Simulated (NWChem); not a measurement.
# H$_{2}$ cation, doublet

All runs: NWChem. Spin-unrestricted. Coordinates come from a PBE0/def2-SVP, spin-unrestricted optimisation. No stability test was run on the SCF state. Level: PBE/def2-SVP with SMD (1 M gas to 1 M solution), gas-phase geometry. Reactions with the solvent are ignored.

Question: Order these by “solvation free energy (kcal/mol)”, lowest first: acetonitrile; diethyl ether; 2-propanol.

Answer: acetonitrile (-113.2), 2-propanol (-110.6), diethyl ether (-89.1)
